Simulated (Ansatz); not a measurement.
Isolated molecules relaxed with PBE0-D4/def2-TZVP in Ansatz; ΔE leaves out vibrations. CBS: MP2 limit from def2 TZ/QZ plus the TZ coupled-cluster correction, frozen cores. This one scheme is used for every species. DFT in def2-TZVPP. Elements past krypton have def2 core potentials. For I outer-core shells are correlated without core-valence functions, which leaves a few kJ/mol of doubt a bond.

Reaction (formal exchange of groups at a C–I bond): `[SiH3]C=C=CI` + SiH₄ → `[SiH3]C=C=C[SiH3]` + HI

CCSD(T)/CBS gives -0.60 eV.

(1) Another level gave -0.53 eV. Which?
A. PBE-QIDH/def2-TZVPP
B. BLYP/def2-TZVPP
C. CCSD(T)/def2-TZVPP
D. HF/def2-TZVPP

Largest T1 diagnostic among the species: 0.013.

Answers

(1) B. BLYP -0.53, PBE-QIDH -0.65, CCSD(T)/def2-TZVPP -0.60, HF/def2-TZVPP -0.70 eV.

From r2SCAN to r2SCAN0 (25 % exact exchange), in def2-TZVPP and without D4, ΔE moves by −0.04 eV. At CCSD(T), def2-SVP lies −0.05 eV from the extrapolated value and def2-TZVPP −0.00 eV.
